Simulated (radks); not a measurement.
Trend from Zr to Cd: ionisation energy by Delta-SCF between NIST ground configurations, and size. Method: scalar-relativistic Kohn-Sham, PBE, spin-polarised, spherical densities, finite nucleus; open shells are filled with parallel spins first (spin-orbit coupling, left out, can overturn this in heavy ions); Fermi nuclear charge, rms radius of each element as measured or else 0.836 A^(1/3) + 0.57 fm; computed with a radial shooting solver on a logarithmic mesh with Libxc functionals.

[
 {"species": "Zr", "configuration": "[Kr] 4d2 5s2", "configuration of the ion": "[Kr] 4d2 5s1", "IE (eV)": "6.438", "NIST (eV)": "6.634", "kind": "exp."},
 {"species": "Nb", "configuration": "[Kr] 4d4 5s1", "configuration of the ion": "[Kr] 4d4", "IE (eV)": "7.163", "NIST (eV)": "6.759", "kind": "exp."},
 {"species": "Mo", "configuration": "[Kr] 4d5 5s1", "configuration of the ion": "[Kr] 4d5", "IE (eV)": "7.457", "NIST (eV)": "7.092", "kind": "exp."},
 {"species": "Tc", "configuration": "[Kr] 4d5 5s2", "configuration of the ion": "[Kr] 4d5 5s1", "IE (eV)": "6.866", "NIST (eV)": "7.119", "kind": "exp."},
 {"species": "Ru", "configuration": "[Kr] 4d7 5s1", "configuration of the ion": "[Kr] 4d7", "IE (eV)": "7.778", "NIST (eV)": "7.361", "kind": "exp."},
 {"species": "Rh", "configuration": "[Kr] 4d8 5s1", "configuration of the ion": "[Kr] 4d8", "IE (eV)": "7.852", "NIST (eV)": "7.459", "kind": "exp."},
 {"species": "Pd", "configuration": "[Kr] 4d10", "configuration of the ion": "[Kr] 4d9", "IE (eV)": "8.949", "NIST (eV)": "8.337", "kind": "exp."},
 {"species": "Ag", "configuration": "[Kr] 4d10 5s1", "configuration of the ion": "[Kr] 4d10", "IE (eV)": "7.946", "NIST (eV)": "7.576", "kind": "exp."},
 {"species": "Cd", "configuration": "[Kr] 4d10 5s2", "configuration of the ion": "[Kr] 4d10 5s1", "IE (eV)": "9.045", "NIST (eV)": "8.994", "kind": "exp."}
]

Reference values: NIST Atomic Spectra Database (exp. = measured, semi-emp. = semi-empirical, theory = theoretical value adopted there). Open shells are spherical and high-spin; term and fine-structure splittings are not resolved.
